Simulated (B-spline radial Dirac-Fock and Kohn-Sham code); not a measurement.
## What relativity does to the binding energies of Rb¹⁵⁺

System: rubidium as Rb¹⁵⁺, 1s2 2s2 2p6 3s2 3p6 3d4.

Both columns are ΔSCF binding energies of the configuration average from a radial atomic solver: non-relativistic Hartree-Fock with a point nucleus, and Dirac-Fock with a finite nucleus and the Coulomb interaction alone, averaged over the two j levels with weights 2j+1.

```tsv
shell	Hartree-Fock (eV)	Dirac-Fock (eV)	shift (eV)	shift (%)
1s	15447.3	15737.0	+289.78	+1.88
2s	2503.7	2571.4	+67.66	+2.70
2p	2308.6	2325.9	+17.29	+0.75
3s	734.3	749.1	+14.82	+2.02
3p	660.1	664.6	+4.53	+0.69
3d	548.2	546.5	-1.62	-0.29
```

Relativity binds 1s, 2s, 2p, 3s, 3p more strongly, among those listed most of all 2s in relative terms, and 3d more weakly, because the contracted s and p shells screen the nucleus better.

Values without a named source are computed, but for edge energies of neutral atoms, which are taken from tables.
